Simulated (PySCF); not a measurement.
# CaI₃⁻: from structure and modes to constants

These are results of PySCF, PBE, basis Ca def2-SVPD, I def2-SVPD with ECP28 (scalar-relativistic core potentials, no spin–orbit coupling, density fitting), not measurements.

The singlet minimum has D3h symmetry. Masses (u): Ca 39.96259, I 126.90447.

```xyz
4
charge -1 multiplicity 1, angstrom
Ca    0.0000    0.0000    0.0000
I     2.9361    0.0000    0.0000
I    -1.4680    2.5427    0.0000
I    -1.4680   -2.5427    0.0000
```

Harmonic wavenumbers (cm⁻¹): 35.2 (e', ×2), 77.5 (a2'', ×1), 101.7 (a1', ×1), 230.1 (e', ×2).

(1) Find the principal moments of inertia and the rotational constants. What kind of rotor is it?

(2) Give the standard entropy (298.15 K, 1 bar) by its translational, rotational, vibrational and spin parts, and Cp.

Results:

(1) About the centre of mass I = 1641, 1641, 3281.9 u Å². With B = 16.8576/I this gives 0.01027, 0.01027, 0.005136 cm⁻¹. The molecule is an oblate symmetric top.

(2) Sackur–Tetrode with M = 420.68 u gives 184.2; rotation with symmetry number 6 gives 128.8; vibration 92.7; spin R ln 1 = 0.0. The total is 405.7 J/(mol K), and Cp = 4 R + 48.0 = 81.2 J/(mol K).

Other isomers or separated fragments may lie lower. The lowest empty level of this anion is unbound, so it and the gap depend on the basis.
